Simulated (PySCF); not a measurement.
Molecule: `InChI=1S/F6P/c1-7(2,3,4,5)6/q-1`.

Bonds (- single, = double, # triple, : aromatic): F1-P2, P2-F3, P2-F4, P2-F5, P2-F6, P2-F7. Formal charges: P2 -1.

Total charge -1.

Frames of a GFN2-xTB Langevin trajectory at 400 K; GIAO PBE0/pcSseg-1 shieldings in PySCF 2.14.0 with density-fitted response routines, gas phase, non-relativistic; equivalent atoms averaged within each frame.

δ = σ(ref) − σ, references computed at the same level: CFCl3 for 19F (170.95 ppm); 31P (318.38 ppm) against H3PO4. The references are static minima.

How do the shifts (ppm) fluctuate along the trajectory?

Results:


```
         time (fs)     F7  F5/F6  F3/F4     F1      P2
optimised geometry  -86.1  -86.1  -86.1  -86.2  -123.4
               250  -53.0  -60.9  -68.8  -70.5  -104.4
               425  -41.8  -68.0  -66.2  -86.2  -107.8
               625  -83.2  -85.8  -89.4  -87.3  -126.6
               800  -69.9  -83.0  -85.3  -94.1  -122.7
              1000  -67.1  -73.6  -72.0  -78.8  -111.1
    mean of frames  -63.0  -74.2  -76.3  -83.4  -114.5
standard deviation   16.0   10.3   10.3    9.0     9.6
```

5 frames give an uncertainty of the mean of about the standard deviation over 2.2 at best, since frames this close in time may not be independent; classical motion lacks zero-point vibration, and the reference would need the same averaging.
